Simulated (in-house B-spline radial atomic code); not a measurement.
## Cs7+: [Kr] 4d9 5s2 8s1 (an excited or competing configuration)

Method: Dirac-Hartree-Fock, average of configuration, Fermi nucleus of rms radius 4.8041 fm. Calculated with an all-electron radial atomic-structure program (B-spline basis).

Screening seen three ways: the hydrogenic charge with the same mean radius, Z_r = [3n² - l(l+1)]/(2<r>), the one with the same energy, Z_e = n√(-2ε), and Slater's rules. Values are occupation-weighted means over j. An effective charge above Z reflects the relativistic contraction of the inner shells.

```
shell  electrons   ε (eV)  <r> (bohr)    Z_r    Z_e  Slater
   1s          2   -36306      0.0261  57.46  51.66   54.70
   2s          2  -5895.2      0.1115  53.79  41.63   50.85
   2p          6  -5302.1     0.09802  51.01  39.48   50.85
   3s          2    -1360      0.2971  45.44  29.99   43.75
   3p          6  -1163.2      0.2952  42.34  27.74   43.75
   3d         10  -870.81      0.2727  38.50  24.00   33.85
   4s          2   -362.7      0.6883  34.87  20.65   27.25
   4p          6   -295.6      0.7301  31.50  18.64   27.25
   4d          9  -195.85      0.8069  26.03  15.18   16.20
   5s          2  -121.29       1.515  24.75  14.93   12.20
   8s          1  -25.232       6.514  14.74  10.89    8.00
```

The least bound orbital is 8s1/2 at -25.23 eV, and it is also the most diffuse (<r> = 6.514 bohr). The part-filled 4d shell lies below the filled 5s shell in orbital energy.

Spin-orbit splittings of the orbital energies (j = l + 1/2 above j = l - 1/2 when positive): 2p 353.6 eV, 3p 69.59 eV, 3d 14.56 eV, 4p 14.64 eV, 4d 2.515 eV.

For the 1s electron the small component carries 4.12 % of the norm, the zero-frequency Breit interaction raises the level by 92.18 eV, self-energy by 53.22 eV, and vacuum polarisation lowers it by 7.574 eV.
